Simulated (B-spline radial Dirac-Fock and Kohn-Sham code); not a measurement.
## Dipole and non-dipole photoemission parameters of Sr 4p1/2

System: atomic strontium, [Kr] 5s2; threshold 27.78 eV (orbital energy of the model). Method: Dirac-Hartree-Slater photoionisation with a Latter tail; cross sections with all multipoles, angular parameters from the dipole term and its interference with E2. Computed with a radial B-spline solver.

For linearly polarised light dσ/dΩ = σ/(4π) [1 + β P₂(cos θ) + (δ + γ cos²θ) sin θ cos φ], with θ from the polarisation vector and φ the angle between the beam and the projection of the electron momentum on the plane normal to the polarisation.

```tsv
hν (eV)	σ (kb)	β	γ	δ
80	131	-0.086	0.100	-0.006
100	?	?	?	?
112	97.5	0.169	-0.037	0.027
139	88.6	0.599	0.057	0.026
141	88.0	0.625	0.064	0.026
142	87.7	0.638	0.067	0.026
297	48.1	1.444	0.151	0.003
400	33.5	1.572	0.077	0.000
421	31.3	1.587	0.064	-0.001
435	30.0	1.596	0.055	-0.001
670	15.7	1.664	-0.019	-0.001
800	11.7	1.671	-0.021	0.000
894	9.63	1.671	-0.013	0.000
1040	7.31	1.664	0.011	0.001
1160	5.94	1.656	0.037	0.002
1270	4.97	1.647	0.065	0.002
1620	3.01	1.613	0.164	0.005
2090	1.72	1.566	0.301	0.009
2650	0.985	1.511	0.455	0.016
3090	0.677	1.470	0.564	0.021
3850	0.387	1.405	0.732	0.032
3910	0.372	1.400	0.745	0.033
4000	0.350	1.393	0.763	0.034
5414.7	0.155	1.291	1.008	0.057
5680	0.136	1.273	1.047	0.061
6400	0.0973	1.229	1.145	0.072
9251.7	0.0332	1.083	1.445	0.119
12000	0.0150	0.974	1.647	0.163
12900	0.0120	0.944	1.701	0.177
15000	0.00747	0.879	1.811	0.209
```

Q: Give the values at 100 eV.

A: σ = 103 kb, β = -0.037, γ = -0.049, δ = 0.022.
